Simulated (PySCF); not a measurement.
Dipole response of F²⁺ (fluorine, charge +2)

[He] 2s1 2p3 3s1, high-spin 6S determinant (an excited configuration). All numbers are calculated (PySCF 2.14, the spin-free X2C one-electron Hamiltonian (Gaussian nucleus), in aug-cc-pVQZ-DK (6s5p4d3f2g, 80 functions)). Coupled (time-dependent) response in atomic units; α is the mean over directions.

```json
{"method": "UHF", "mean α (bohr³)": "35.85", "C₆ (like pair)": "149.6", "S(−4)": "1578"}
{"method": "PBE", "mean α (bohr³)": "30.91", "C₆ (like pair)": "118.4", "S(−4)": "1219"}
{"method": "PBE0", "mean α (bohr³)": "32.69", "C₆ (like pair)": "128.9", "S(−4)": "1354"}
{"method": "BHandHLYP", "mean α (bohr³)": "32.28", "C₆ (like pair)": "127.3", "S(−4)": "1300"}
{"method": "HSE06", "mean α (bohr³)": "30.82", "C₆ (like pair)": "118.6", "S(−4)": "1195"}
```

S(−4) is the Cauchy moment in α(ω) = α(0) + S(−4) ω² + …

α(iu) at HSE06:

```json
{"u (hartree)": "0", "α(iu) (bohr³)": "30.82"}
{"u (hartree)": "0.0500", "α(iu) (bohr³)": "28.10"}
{"u (hartree)": "0.100", "α(iu) (bohr³)": "22.28"}
{"u (hartree)": "0.200", "α(iu) (bohr³)": "12.42"}
{"u (hartree)": "0.300", "α(iu) (bohr³)": "7.373"}
{"u (hartree)": "0.500", "α(iu) (bohr³)": "3.475"}
{"u (hartree)": "0.750", "α(iu) (bohr³)": "1.906"}
{"u (hartree)": "1.00", "α(iu) (bohr³)": "1.274"}
{"u (hartree)": "1.50", "α(iu) (bohr³)": "0.7526"}
{"u (hartree)": "2.00", "α(iu) (bohr³)": "0.5253"}
{"u (hartree)": "3.00", "α(iu) (bohr³)": "0.3100"}
{"u (hartree)": "5.00", "α(iu) (bohr³)": "0.1470"}
```

For an ion, C₆ is the dispersion term alone; charge-induced terms of lower order in 1/R come first.

The outer electron is Rydberg-like, and this basis confines it to a smaller radius and binds it less than a complete one would.
